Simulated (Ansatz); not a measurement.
Born–Oppenheimer molecular dynamics of a periodic cell of 20 atoms, HC18N (surface graphene monolayer, adsorbate NH). It starts from a relaxed structure.

Method: DFT r2SCAN, scalar-relativistic, plane waves, PAW in Ansatz 0.2.0. Settings: accuracy low, cutoff 500 eV, k mesh 2x2x1, fermi-dirac smearing 0.02 eV, no spin polarisation.

```yaml
ensemble: NVT, Langevin thermostat
time_step: 0.5 fs
steps_asked: 70
set_temperature: 1000 K
friction: 1 /fs
seed: 978750
```

First frame:

```xyz
20
Lattice="7.3980 0.0000 0.0000 -3.6990 6.4069 0.0000 0.0000 0.0000 12.0000" Properties=species:S:1:pos:R:3
C 0.008 -0.015 1.017
C 1.272 0.665 1.308
C -1.188 2.149 0.983
C 0.008 2.859 1.017
C -2.428 4.265 0.933
C -1.186 4.977 0.927
C 2.538 -0.020 1.019
C 3.728 0.694 0.989
C 1.272 2.179 1.308
C 2.538 2.863 1.019
C 0.031 4.273 0.928
C 1.271 4.985 0.933
C 4.969 -0.015 0.937
C 6.210 0.695 0.984
C 3.728 2.150 0.989
C 4.969 2.858 0.937
C 2.513 4.273 0.927
C 3.730 4.978 0.928
N 1.323 1.422 2.587
H 0.382 1.422 2.982
```

Task: What does the run give?

Result: All steps were run.

```yaml
steps_done: 70
time_covered: 35 fs
mean_temperature_over_the_second_half: 972 K
spread_of_the_potential_energy_over_the_second_half: 7.9 meV per atom
mean_potential_energy_of_the_second_half_above_the_start: 80.1 meV per atom
```

A run of 0.035 ps of so small a system gives no equilibrium averages. The friction is so strong that the motion is overdamped, so the time scale means little. Limits of this set-up: coarse k mesh, slab without dipole correction, low accuracy level.

Task: What happens to the structure?

Result: Mean squared displacements from the first frame to the last, about the centre of mass: C 0.00 Å², N 0.00 Å², H 0.03 Å². Another seed would give other details.

Task: How do temperature and energy run in time?

Result: 
```
time (fs)  T (K)  potential energy less start (eV)
        0    950                             0.000
        1    853                             0.069
        2    927                             0.217
        3   1273                             0.432
        4    996                             0.629
        5    934                             0.812
        6    846                             0.837
        7    667                             0.877
        8    876                             0.935
        9    758                             1.026
       10   1015                             1.083
       11    940                             1.033
       12   1038                             0.989
       13   1088                             1.022
       14   1500                             1.093
       15    847                             1.319
       16   1020                             1.531
       17   1363                             1.690
       18   1049                             1.832
       19    777                             1.892
       20    942                             1.815
       21    968                             1.734
       22    810                             1.584
       23    995                             1.495
       24    768                             1.540
       25    842                             1.605
       26    966                             1.650
       27    909                             1.656
       28   1148                             1.691
       29   1353                             1.691
       30   1282                             1.570
       31   1022                             1.455
       32    809                             1.348
       33   1113                             1.332
       34    786                             1.414
       35    920                             1.480
```

The run took 18 min on 2 threads of Arm Neoverse V2, with other jobs on the host, peak memory 1.4 GiB.
